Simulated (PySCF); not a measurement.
SMILES [CH2]OC(=O)OC, doublet (PBE0/def2-SVP optimised geometry):

```
11

C     -1.735     1.392     0.005
O     -0.453     0.944     0.003
C     -0.252    -0.384     0.002
O     -1.110    -1.221     0.004
O      1.055    -0.595     0.000
C      1.448    -1.956     0.000
H     -1.827     2.474     0.002
H     -2.544     0.664     0.005
H      1.069    -2.474    -0.893
H      2.544    -1.956     0.000
H      1.069    -2.474     0.893
```

Computed with unrestricted PBE0/def2-TZVP (PySCF 2.14.0).

### Question
What are the frontier orbital energies (α orbitals alone; a β orbital can be the lowest empty one) and the dipole moment?

### Answer
HOMO-2 -9.18 eV, HOMO-1 -8.74 eV, HOMO -5.86 eV, LUMO 0.98 eV, LUMO+1 1.43 eV; dipole moment 1.04 D.

On the same geometry PySCF with unrestricted PBE/def2-TZVP gives HOMO-2 -7.60 eV, HOMO-1 -6.98 eV, HOMO -4.45 eV, LUMO -0.18 eV, LUMO+1 0.55 eV; dipole moment 1.10 D.

Meta-Löwdin charges at PBE0/def2-TZVP: C1 -0.12, O2 -0.27, C3 0.66, O4 -0.49, O5 -0.32, C6 -0.13, H7 0.14, H8 0.14, H9 0.13, H10 0.14, H11 0.13.
